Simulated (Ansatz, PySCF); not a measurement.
Molecule: CH₃, charge 0, multiplicity 2. 
Geometry from a B3LYP-D3(BJ)/def2-TZVP (Ansatz, a first-principles code) optimisation:
```
C
H 1 1.0789
H 1 1.0789 2 120.00
H 1 1.0789 2 120.00 3 -180.00
```
Charge 0, spin multiplicity 2.

Total electronic energies in hartree. Cores are frozen in the correlated levels unless marked. UHF or UKS for open shells. Spin-orbit coupling is left out. No relativistic terms. CBS(X,Y): correlation extrapolated as X^-3; Hartree-Fock from the larger set. The bracket is a focal-point correction in the basis named.

```tsv
level	program	energy (Eh)
HF/def2-QZVPP	Ansatz	-39.58080
TPSS/def2-TZVPD	PySCF	-39.86388
LC-wPBE-D3(BJ)/def2-TZVPD	Ansatz + dftd3	___
RI-MP2/CBS(def2-TZVPP,def2-QZVPP)	Ansatz	-39.7563
SCS-MP2/cc-pwCVTZ	Ansatz	-39.74361
CCSD(T)/cc-pVDZ	PySCF	-39.71582
CCSD(T)/def2-TZVPP	Ansatz	-39.76172
RI-MP2/CBS(def2-TZVPP,def2-QZVPP)+[CCSD(T)-MP2]/def2-QZVPP	Ansatz	-39.7802
CCSD(T)/CBS(aug-cc-pVTZ,aug-cc-pVQZ)	Ansatz	-39.7786
```

Q: Some entries are withheld; supply them.

A: 
- LC-wPBE-D3(BJ)/def2-TZVPD, energy (Eh): -39.83062
